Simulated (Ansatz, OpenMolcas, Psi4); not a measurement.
TaF5 (tantalum pentafluoride): the energy, rung by rung

The species is TaF5 (6 atoms), meant as a singlet with charge 0. As SMILES, `F[Ta](F)(F)(F)F`. The coordinates come from a PBE0-D4/def2-TZVP relaxation.

```tsv
atom	x (Å)	y (Å)	z (Å)
F	-1.0302	-1.2898	0.8906
Ta	0.0001	-0.0001	0.0000
F	1.5422	-0.8618	0.5357
F	-0.8062	-0.4581	-1.5962
F	1.0301	1.2900	-0.8904
F	-0.7360	1.3197	1.0602
```

Each level gives the energy change with the Ta2–F4 bond stretched from 1.846 to 3.323 Å (eV). The values are calculated.

```csv
level,kind,program,value (eV),less CCSD(T)/def2-SVP,CPU time (all runs)
HF/def2-SVP (core potential) (restricted),Hartree–Fock,Psi4,6.89,+1.25,29 s
PBE/def2-SVP (core potential) (restricted),GGA,OpenMolcas,5.30,-0.34,96 s
revPBE/def2-SVP (core potential) (restricted),GGA,Ansatz,5.12,-0.52,26 s
r2SCAN/def2-SVP (core potential) (restricted),meta-GGA,Ansatz,5.70,+0.06,35 s
B3LYP/def2-SVP (core potential) (restricted),global hybrid,OpenMolcas,5.72,+0.08,60 s
CAM-B3LYP/def2-SVP (core potential) (restricted),range-separated hybrid,Ansatz,6.21,+0.57,14 s
HSE06/def2-SVP (core potential) (restricted),range-separated hybrid,Psi4,5.91,+0.27,2.7 min
B2PLYP/def2-SVP (core potential) (restricted),double hybrid,OpenMolcas,5.71,+0.07,50 s
MP3/def2-SVP (core potential) (restricted),perturbation theory,Psi4,6.65,+1.01,24 s
CCSD(T)/def2-SVP (core potential) (restricted),coupled cluster or CI,Ansatz,5.64,0.00,7.8 min
```

Differences are taken from CCSD(T)/def2-SVP (core potential) (restricted) for orientation; it has basis-set and higher-order errors of its own. Its T1 diagnostic reaches 0.045, a sign that one reference may not serve. At this stretch a single reference begins to fail. The first shape isn't each level's own minimum. The values span 5.12 to 6.89 eV. Times are those of the runs behind each value, whatever else they computed, on shared processors of several kinds: orders of magnitude only.
